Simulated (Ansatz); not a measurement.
Consider the ligand exchange at the Si–O bond: `CS[SiH2]O` + CH₃OH → `CO[SiH2]SC` + H₂O.

Computed with Ansatz on PBE0-D4/def2-TZVP structures; ΔE is electronic, products minus reactants. CCSD(T)/CBS adds triple-zeta CCSD(T) − MP2 to the extrapolated MP2 energy (def2 sets, frozen cores). This one scheme is used for every species. DFT in def2-TZVPP. Each species was taken in one conformer, which may not be the lowest.

| level | ΔE (kcal/mol) |
| --- | --- |
| PBE0-D4 | -0.8 |
| r2SCAN0-D4 | -0.6 |
| PBE | 0.4 |
| RPA@PBE/def2-TZVPP | -1.1 |

(1) What does CCSD(T)/CBS give? (Best estimate.)

Largest T1 diagnostic among the species: 0.011.

## Answers

(1) Ansatz gave: -1.5 kcal/mol. The listed levels differ from it by 0.7, 0.9, 1.9, 0.4 kcal/mol.

The D4 term adds −1.7 kcal/mol with B3LYP and −1.0 kcal/mol with PBE0; it sums over pairs of atoms, weighted by their polarisabilities, and B3LYP, whose exchange is more repulsive, gets the larger term. Leaving LDA and LC-ωPBE aside and taking each functional with its dispersion term where it has one, the values, not all of them listed here, spread over 1.0 kcal/mol, from BLYP-D4 to B2PLYP. LDA lies −1.1 kcal/mol from PBE without D4. In def2-TZVPP, CCSD(T) changes the Hartree–Fock value by −1.7 kcal/mol (the triples alone add −0.3 kcal/mol) and MP2 by −2.1 kcal/mol.

B3LYP here is the variant with VWN-RPA as its local correlation; programs differ in this.
